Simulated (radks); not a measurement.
Cl16+, configuration 1s0.75 2p0.25 (fractional occupations, a model configuration). Method: non-relativistic Kohn-Sham, PBE, spin-polarised, spherical densities, point nucleus; open shells are filled with parallel spins first; computed with a radial shooting solver on a logarithmic mesh with Libxc functionals.

Normalised radial functions P(r) = r R(r), r in bohr:

r          1s up   2p up
0.002958  0.3959  0.0020
0.003256  0.4336  0.0024
0.003556  0.4711  0.0029
0.003914  0.5154  0.0035
0.004309  0.5635  0.0042
0.004705  0.6112  0.0050
0.005179  0.6674  0.0061
0.005701  0.7281  0.0073
0.006225  0.7880  0.0087
0.006853  0.8582  0.0105
0.007543  0.9336  0.0126
0.008237  1.0075  0.0150
0.009067  1.0934  0.0180
0.009981  1.1850  0.0217
0.0109    1.2739  0.0256
0.012     1.3762  0.0308
0.01321   1.4840  0.0369
0.01442   1.5873  0.0435
0.01587   1.7044  0.0521
0.01747   1.8257  0.0623
0.01908   1.9397  0.0732
0.021     2.0663  0.0873
0.02312   2.1938  0.1039
0.02525   2.3102  0.1216
0.02779   2.4350  0.1442
0.03059   2.5553  0.1706
0.0334    2.6596  0.1987
0.03677   2.7642  0.2339
0.04047   2.8563  0.2746
0.0442    2.9271  0.3173
0.04865   2.9863  0.3702
0.05355   3.0236  0.4302
0.05848   3.0356  0.4920
0.06437   3.0220  0.5671
0.07085   2.9782  0.6503
0.07737   2.9102  0.7338
0.08517   2.8048  0.8324
0.09375   2.6674  0.9379
0.1024    2.5148  1.0398
0.1127    2.3223  1.1549
0.124     2.1071  1.2717
0.1355    1.8950  1.3776
0.1491    1.6539  1.4883
0.1641    1.4104  1.5897
0.1792    1.1918  1.6702
0.1973    0.9656  1.7398
0.2172    0.7586  1.7851
0.2371    0.5903  1.8013
0.261     0.4334  1.7877
0.2873    0.3055  1.7393
0.3138    0.2132  1.6640
0.3454    0.1374  1.5495
0.3802    0.0839  1.4056
0.4151    0.0507  1.2533
0.457     0.0275  1.0730
0.503     0.0139  0.8873
0.5493    0.0070  0.7208
0.6046    0.0030  0.5518
0.6656    0.0012  0.4033
0.7268    0.0005  0.2894
0.8       0.0001  0.1909
0.8806    0.0000  0.1185
0.9616    0.0000  0.0722
1.059     0.0000  0.0391

1s up: eigenvalue -3856.2 eV, 0 radial nodes, <r> = 0.0881 bohr, 90 % of the charge inside 0.156 bohr. 2p up: eigenvalue -922.98 eV, 0 radial nodes, <r> = 0.300 bohr, 90 % of the charge inside 0.481 bohr.
